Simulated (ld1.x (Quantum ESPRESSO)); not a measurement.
# Ga: excitation energies, all-electron against PAW

```json
{
  "Element": "Ga",
  "Generator": "ld1.x (Quantum ESPRESSO) 7.5",
  "Type": "PAW",
  "Functional": "LDA (PZ)",
  "Relativity": "scalar-relativistic",
  "Frozen core": "[Ar]",
  "Valence charge": "13",
  "Reference configuration": "3d10 4s1 4p0 (charge +2)",
  "Partial waves": "4s (bound): rcut 1.70, rcutus 2.15 bohr; 4s channel at -1.35 Ry: rcut 1.70, rcutus 2.15 bohr; 4p (bound, empty): rcut 1.95, rcutus 2.45 bohr; 4p channel at 0.25 Ry: rcut 1.95, rcutus 2.45 bohr; 3d (bound): rcut 0.55, rcutus 0.70 bohr; 3d channel at -2.4 Ry: rcut 0.55, rcutus 0.70 bohr; 4f channel at 0.4 Ry: rcut 2.30, rcutus 2.50 bohr",
  "Local potential": "all-electron potential smoothed inside 0.75 bohr (lloc = -2)",
  "Core correction": "Bessel-smoothed model core inside 0.65 bohr",
  "Augmentation charge": "BESSEL, radius 0.50 bohr"
}
```

Energies are relative to the spin-unpolarised reference configuration 3d10 4s1 4p0; without spin polarisation the order of configurations can differ from experiment. Not all tests gave a result: test run stopped at test 5 of 9 (negative rho).

Its overlap operator is not positive definite in a basis up to 400 Ry (lowest eigenvalue f -1.53), so the file is unfit for use: the generalised eigenproblem breaks down once the basis is large enough, and its test numbers describe a broken file.

```tsv
valence configuration	charge	ΔE all-electron (eV)	error AE − PS (meV)
3d10 4s2 4p1	0	-27.391	+457
3d10 4s2 4p0	+1	-21.503	+231
3d10 4s0 4p0	+3	31.600	+610
3d10 4s1 4p2	0	-20.779	+372
```

Note: ghost state, extra bound levels that the all-electron valence spectrum of the same l lacks: s at -1284.5 eV (f not tested). A true bound ghost makes a file unfit for plane-wave use.
